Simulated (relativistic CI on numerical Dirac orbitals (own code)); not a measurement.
## Slater and spin-orbit integrals, Te³⁶⁺

Computed by Dirac-Coulomb-Breit CI, orbitals from a KLI potential per configuration, a model potential for QED, unscaled Slater integrals (own radial code, finite nucleus).

Slater integrals F^k, G^k are unscaled and averaged over j, outside the closed core [Ne]; ζ comes from projecting the Hamiltonian with its Breit term on Σ l·s of the shell.

- 3s2.3p4: F^2(3p,3p) = 350370, ζ(3p) = 356520 cm⁻¹; <r>(3p) = 0.2822, <r^2>(3p) = 0.09189 (bohr units).
- 3s.3p5: G^1(3s,3p) = 442130, ζ(3p) = 356370 cm⁻¹; <r>(3s) = 0.2907, <r^2>(3s) = 0.09624, <r>(3p) = 0.2824, <r^2>(3p) = 0.09203 (bohr units).
- 3s2.3p3.3d: F^2(3p,3p) = 350020, ζ(3p) = 356060, F^2(3p,3d) = 352000, G^1(3p,3d) = 370100, G^3(3p,3d) = 249080, ζ(3d) = 47075 cm⁻¹; <r>(3p) = 0.2825, <r^2>(3p) = 0.09209, <r>(3d) = 0.25, <r^2>(3d) = 0.0722 (bohr units).

Averages of the first 10 configurations, taken without configuration mixing, which lowers the lowest level and can move excited configurations by several eV; other configurations of the list can lie among them:

```csv
Configuration,Parity,States,Average energy above the lowest level (eV)
3s2.3p4,even,15,53.6
3s.3p5,odd,12,217.7
3s2.3p3.3d,odd,200,238.8
3p6,even,1,396.8
3s.3p4.3d,even,300,396.3
3p5.3d,odd,60,569.0
3s.3p3.3d2,odd,1800,580.8
3s2.3p2.3d.4p,odd,900,1410.1
3p5.4s,odd,12,1495.7
3s.3p3.3d.4s,odd,800,1498.9
```
